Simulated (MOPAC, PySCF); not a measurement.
H$_{6}$InN$_{3}$, SMILES `[NH2][In]([NH2])[NH2]`, neutral singlet in the gas phase. 

Cartesian coordinates (Å):
SMILES: [In]([NH2])([NH2])[NH2]
```xyz
10

N     -0.2062     1.9649    -0.4867
In    -0.0012     0.0019    -0.0286
N     -1.5911    -1.2491    -0.1405
N      1.8370    -0.7469     0.3830
H     -1.1099     2.3780    -0.3055
H      0.5051     2.5818    -0.1206
H     -1.5156    -2.1084     0.3853
H     -2.4977    -0.8430     0.0423
H      2.6194    -0.2291     0.0081
H      1.9737    -1.7250     0.1696
```
Charge 0, spin multiplicity 1.

All levels are single points at this geometry (PBE0-D3(BJ)/def2-TZVP); Pople sets use spherical d functions. Orbital energies aren't observables, and empty levels follow the basis.

| level | HOMO (eV) | LUMO (eV) | gap (eV) | dipole (D) | vertical IE, Delta-SCF (eV) |
|---|---|---|---|---|---|
| PBE0-D3(BJ)/def2-TZVP in PySCF | -6.76 | -0.63 | 6.13 | 1.00 | – |
| ωB97X-D3(BJ)/def2-TZVP in PySCF | -9.28 | 1.28 | 10.56 | 1.05 | – |
| B3LYP/6-311+G** (LANL2DZ on In) in PySCF | -6.62 | -0.97 | 5.65 | 1.08 | – |
| B3LYP/LANL2DZ in PySCF | -6.17 | -0.35 | 5.82 | 1.44 | – |
| BP86/6-31G* (LANL2DZ on In) in PySCF | -4.96 | -0.87 | 4.09 | 1.10 | – |
| M06-2X/6-31G* (LANL2DZ on In) in PySCF | -7.73 | 0.78 | 8.51 | 1.25 | – |
| PBE/6-31G* (LANL2DZ on In) in PySCF | -4.86 | -0.82 | 4.04 | 1.09 | – |
| SVWN5/6-31G* (LANL2DZ on In) in PySCF | -4.94 | -0.89 | 4.05 | 1.15 | – |
| HF/6-31G* (LANL2DZ on In) in PySCF | -9.96 | 2.66 | 12.62 | 1.39 | – |
| AM1 in MOPAC | -9.31 | -0.77 | 8.54 | 1.09 | – |
| PM3 in MOPAC | -9.12 | -1.65 | 7.47 | 0.80 | – |
| PM6 in MOPAC | -9.45 | 0.83 | 10.28 | 1.64 | – |
| PM7 in MOPAC | -9.09 | -0.12 | 8.97 | 1.57 | – |
